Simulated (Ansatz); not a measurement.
C3H12BNSi, singlet, at a GFN2-xTB geometry, atoms displaced at random by about 0.03 Å a coordinate; PBE0/STO-3G, gradient (Ansatz, a program for electronic structure).

Ansatz was given this input:
Ansatz 0.2 input:
```yaml
crystal:
  periodic: [false, false, false]
  atoms:
    - {symbol: Si, position_ang: [-1.43014871, -0.14683122, -1.12858458]}
    - {symbol: N, position_ang: [-0.43068005, 0.08728554, 0.24524435]}
    - {symbol: C, position_ang: [-1.05869153, 0.18716166, 1.51872370]}
    - {symbol: B, position_ang: [1.00071928, 0.01183859, 0.14967940]}
    - {symbol: C, position_ang: [1.74411110, -0.12386554, -1.19347403]}
    - {symbol: C, position_ang: [1.92567982, 0.21479526, 1.49645345]}
    - {symbol: H, position_ang: [-1.36728212, 1.05202075, -1.92529737]}
    - {symbol: H, position_ang: [-2.81150507, -0.31652784, -0.62331456]}
    - {symbol: H, position_ang: [-1.03603881, -1.32626667, -1.91296412]}
    - {symbol: H, position_ang: [-0.70149879, 1.16721620, 2.03616919]}
    - {symbol: H, position_ang: [-2.17093227, 0.26202449, 1.44743978]}
    - {symbol: H, position_ang: [-0.76591308, -0.70647491, 2.17008071]}
    - {symbol: H, position_ang: [2.71711546, 0.29564627, -1.18277734]}
    - {symbol: H, position_ang: [1.18073603, 0.36665533, -1.99671035]}
    - {symbol: H, position_ang: [1.84468132, -1.15662772, -1.48470474]}
    - {symbol: H, position_ang: [1.53878373, -0.61926049, 2.24594087]}
    - {symbol: H, position_ang: [1.71851957, 1.10166644, 2.02356625]}
    - {symbol: H, position_ang: [2.92778702, 0.02048501, 1.35219031]}
basis:
  gaussian:
    orbitals: STO-3G
hamiltonian:
  xc: pbe0
output: {forces: true}
```

Problem. Write the output that Ansatz gives for this input, abridged.

Solution. 
```
Functional definition: PBE0
612 factors; integrals over basis functions are off by at most 9.2e-5 eV
mean field evaluation 1: about -13184.0907 eV, gradient 1.9e1 eV
mean field evaluation 2: about -13184.5269 eV, gradient 1.6e1 eV
mean field evaluation 4: about -13185.2091 eV, gradient 6.2e-1 eV
mean field evaluation 8: about -13185.1443 eV, gradient 1.9e-2 eV
mean field -13185.14434675 eV, -484.5451175312 hartree, gradient 6.4e-5 eV, S^2 0.000000; 0 other end points of the search recorded, 0 dependent functions left out
the calculation of the forces begins
reference -13185.14436796 eV, -484.5451183105 hartree; 28, 28 occupied and 18, 18 virtual orbitals, 612 factors
Total energy: -13185.14436796 eV, -484.5451183105 hartree
Atom 0 at    -1.430149    -0.146831    -1.128585 Å, force    -1.831167    -0.649389    -1.388984 eV/Å
Atom 1 at    -0.430680     0.087286     0.245244 Å, force     3.566411    -0.719784    -1.321271 eV/Å
Atom 2 at    -1.058692     0.187162     1.518724 Å, force    -0.211269     1.305827     3.871689 eV/Å
Atom 3 at     1.000719     0.011839     0.149679 Å, force    -0.293447     1.327939     2.580753 eV/Å
Atom 4 at     1.744111    -0.123866    -1.193474 Å, force    -1.557130    -0.011089    -1.271779 eV/Å
Atom 5 at     1.925680     0.214795     1.496453 Å, force    -5.397937    -4.354419     0.548774 eV/Å
Atom 6 at    -1.367282     1.052021    -1.925297 Å, force    -0.060620    -0.016191    -0.318140 eV/Å
Atom 7 at    -2.811505    -0.316528    -0.623315 Å, force     0.817815     0.053981    -0.419242 eV/Å
Atom 8 at    -1.036039    -1.326267    -1.912964 Å, force    -0.145920     0.547391     0.301445 eV/Å
Atom 9 at    -0.701499     1.167216     2.036169 Å, force    -0.680579    -1.894332    -0.496492 eV/Å
Atom 10 at    -2.170932     0.262024     1.447440 Å, force     0.614135    -0.267803     0.039571 eV/Å
Atom 11 at    -0.765913    -0.706475     2.170081 Å, force    -0.636584     1.268761    -0.454273 eV/Å
Atom 12 at     2.717115     0.295646    -1.182777 Å, force     1.412602     0.626036     0.175845 eV/Å
Atom 13 at     1.180736     0.366655    -1.996710 Å, force     0.130870    -0.039511    -0.179710 eV/Å
Atom 14 at     1.844681    -1.156628    -1.484705 Å, force     0.121814    -0.887202    -0.259497 eV/Å
Atom 15 at     1.538784    -0.619260     2.245941 Å, force     1.091743     1.825441    -1.617446 eV/Å
Atom 16 at     1.718520     1.101666     2.023566 Å, force     0.007739     1.975221     0.705282 eV/Å
Atom 17 at     2.927787     0.020485     1.352190 Å, force     3.051524    -0.090875    -0.496524 eV/Å
Dipole moment:    -0.331919    -0.070858    -0.045131 e Å
```
